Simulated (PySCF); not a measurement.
HO₄S, SMILES [O]S(=O)(=O)O, multiplicity 2. Geometry optimised at r2SCAN-D4/def2-SVP. The isomer is the one that the SMILES or the coordinates give; other isomers of the formula were not compared. The values are those of a single conformer.

Method: r2SCAN-D4/def2-SVP in PySCF.

Harmonic wavenumbers (cm⁻¹): 220, 248, 366, 405, 418, 512, 820, 874, 1040, 1130, 1238, 3749. Rotational constants (GHz): 5.346, 5.087, 4.700; symmetry number 1.

Work out the zero-point energy and the ideal-gas rigid-rotor harmonic-oscillator thermochemistry at 298.15 K and 1 atm.

ZPE = ½ Σ hcν = ½ × 11020 cm⁻¹ = 15.75 kcal/mol. H − E(el) = 19.61 kcal/mol. Entropy in cal/(mol K): translation 39.63, rotation 25.33, vibration 7.78, spin 1.38, total 74.12. G − E(el) = -2.49 kcal/mol. Cp = 19.11 cal/(mol K).
